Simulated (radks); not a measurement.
Task: Ar11+, 7 electrons, occupied as [He] 2s2 2p3. Calculated with a radial shooting solver on a logarithmic mesh with Libxc functionals: scalar-relativistic Kohn-Sham, PBE, spin-polarised, spherical densities, point nucleus; open shells are filled with parallel spins first. Some entries of the table are withheld. Estimate them.

orbital,occ.,eigenvalue (eV),<1/r> (bohr^-1)
1s up,1,(1),17.72
1s down,1,(2),17.75
2s up,1,-642.4776,3.874
2s down,1,-624.3620,3.818
2p up,3,-588.7643,3.789
2p down,0,-567.8836,3.745

Result: 
(1) 1s up eigenvalue (eV): -3545.112
(2) 1s down eigenvalue (eV): -3535.713
